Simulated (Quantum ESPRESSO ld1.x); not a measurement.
Isoelectronic series with 28 electrons, all held in the configuration [Ar] 3d10, which need not be the ground one along the series. All-electron calculation, Dirac Kohn-Sham, PBEsol, spin-unpolarised, spherical densities, point nucleus. Program: ld1.x of Quantum ESPRESSO 7.5. Total energies (hartree) and orbital eigenvalues (eV) (* marks an orbital that is empty in some or all of the ions):

\begin{tabular}{lrrrrrr}
ion & E (hartree) & 4s1/2* & 3d5/2 & 3d3/2 & 3p3/2 & 3p1/2 \\ \hline
Ho39+ & -11675.10 & -1803.70 & -2962.60 & -3004.54 & -3320.26 & -3508.50 \\
Er40+ & -12079.15 & -1889.44 & -3099.94 & -3145.07 & -3467.65 & -3670.22 \\
Tm41+ & -12491.21 & -1977.34 & -3240.33 & -3288.82 & -3618.28 & -3836.04 \\
Yb42+ & -12911.35 & -2067.41 & -3383.75 & -3435.80 & -3772.16 & -4006.02 \\
Lu43+ & -13339.67 & -2159.69 & -3530.21 & -3586.01 & -3929.29 & -4180.21 \\
Hf44+ & -13776.27 & -2254.19 & -3679.71 & -3739.46 & -4089.69 & -4358.66 \\
Ta45+ & -14221.24 & -2350.94 & -3832.25 & -3896.16 & -4253.36 & -4541.43 \\
W46+ & -14674.67 & -2449.96 & -3987.83 & -4056.12 & -4420.32 & -4728.58 \\
Re47+ & -15136.67 & -2551.28 & -4146.45 & -4219.34 & -4590.57 & -4920.17 \\
Os48+ & -15607.36 & -2654.92 & -4308.12 & -4385.84 & -4764.11 & -5116.26 \\
Ir49+ & -16086.83 & -2760.91 & -4472.84 & -4555.62 & -4940.97 & -5316.92 \\
Pt50+ & -16575.22 & -2869.28 & -4640.60 & -4728.70 & -5121.15 & -5522.22 \\
Au51+ & -17072.64 & -2980.06 & -4811.41 & -4905.07 & -5304.66 & -5732.23 \\
Hg52+ & -17579.23 & -3093.28 & -4985.26 & -5084.76 & -5491.51 & -5947.03 \\
\end{tabular}
